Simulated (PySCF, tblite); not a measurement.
Question: Write Cartesian coordinates for `N#Cc1ccn2ccccc12` as optimised with GFN2-xTB.

Answer: 
```xyz
17
C9H6N2 angstrom
N     -2.544    3.143    0.210
C     -2.097    2.086    0.146
C     -1.553    0.802    0.067
C     -2.259   -0.417    0.009
C     -1.339   -1.433   -0.062
N     -0.091   -0.897   -0.051
C      1.116   -1.515   -0.105
C      2.258   -0.779   -0.078
C      2.196    0.631    0.006
C      0.983    1.257    0.058
C     -0.188    0.486    0.029
H     -3.325   -0.523    0.019
H     -1.491   -2.493   -0.118
H      1.107   -2.593   -0.169
H      3.215   -1.274   -0.122
H      3.111    1.201    0.028
H      0.892    2.329    0.122
```

Orientation and origin are arbitrary. Atoms count from 1 in this order. The C–N distances run from 1.149 Å (N1≡C2, drawn triple) to 1.389 Å (N6–C11, aromatic), a spread of 0.240 Å. The 11 heavy atoms lie in one plane (0.002 Å rms). The 5-membered ring C3–C4–C5–N6–C11 has internal angles of 106.9° to 109.2°; it is planar, 0.00 Å rms from its mean plane, widest ring torsion 0°. Of the pairs four or more bonds apart, C2···H17 is among the closest relative to their van der Waals radii: 3.00 Å, 103 % of the sum of Bondi's values.

Bonds between heavy atoms (Å): N1≡C2 1.149, C2–C3 1.396, C3–C4 1.410, C4–C5 1.372, C5–N6 1.358, N6–C7 1.357, C7–C8 1.359, C8–C9 1.413, C9–C10 1.366, C10–C11 1.402, C3–C11 1.402, N6–C11 1.389.

Structure optimised with GFN2-xTB, isolated species.

Point group: Cs (tolerance 0.08 Å). Its GFN2-xTB frequencies are all real (lowest 107 cm⁻¹).

These are computed values.
